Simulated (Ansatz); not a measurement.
Geometry optimisation, Ansatz, RKS B3LYP/def2-SVP.

input.yaml

```yaml
crystal:
  periodic: [false, false, false]
  atoms:
    - { symbol: C, position_ang: [0.91367, 0.52083, 1.13733] }
    - { symbol: C, position_ang: [-0.03452, 0.08407, 0.30818] }
    - { symbol: "N", position_ang: [-1.35764, -0.13764, 0.62884] }
    - { symbol: Ga, position_ang: [0.48065, -0.51753, -1.54819] }
    - { symbol: F, position_ang: [-0.84428, -0.95142, -2.61496] }
    - { symbol: H, position_ang: [0.70514, 0.82074, 2.15383] }
    - { symbol: H, position_ang: [1.93883, 0.58139, 0.80562] }
    - { symbol: H, position_ang: [-1.70453, 0.29761, 1.4732] }
    - { symbol: H, position_ang: [-2.00551, -0.10702, -0.14955] }
    - { symbol: H, position_ang: [1.90819, -0.59104, -2.19431] }
basis:
  gaussian: { orbitals: def2-SVP }
hamiltonian:
  xc: b3lyp
relax:
  f_tol: 0.02
  max_steps: 50
```

Run as:

```bash
$ ansatz run input.yaml --threads 2 --pin off --max-ram 3072MiB --backend cpu --events-out ev --progress --plain --runs-dir out
```

Question: Where does it end, and by what steps?

Answer: The forces met the threshold. After 8 steps the energy has fallen by 0.081 eV; F5 moved furthest, 0.13 Å.

| step | energy less start (eV) | largest force component (eV/Å) | accepted |
| --- | --- | --- | --- |
| 0 | 0.0000 | 1.462 | yes |
| 1 | -0.0673 | 0.539 | yes |
| 2 | -0.0750 | 0.138 | yes |
| 3 | -0.0784 | 0.105 | yes |
| 4 | -0.0793 | 0.066 | yes |
| 5 | -0.0799 | 0.035 | yes |
| 6 | -0.0804 | 0.027 | yes |
| 7 | -0.0806 | 0.025 | yes |
| 8 | -0.0807 | 0.011 | yes |

```xyz
10
Properties=species:S:1:pos:R:3
C 0.926 0.509 1.125
C -0.030 0.042 0.285
N -1.363 -0.113 0.598
Ga 0.526 -0.488 -1.513
F -0.888 -0.881 -2.511
H 0.698 0.847 2.145
H 1.973 0.557 0.818
H -1.729 0.340 1.430
H -2.025 -0.219 -0.160
H 1.911 -0.594 -2.217
```

Run time: 30 s on 2 threads of Arm Neoverse V2, on a shared host, peak memory 0.27 GiB.
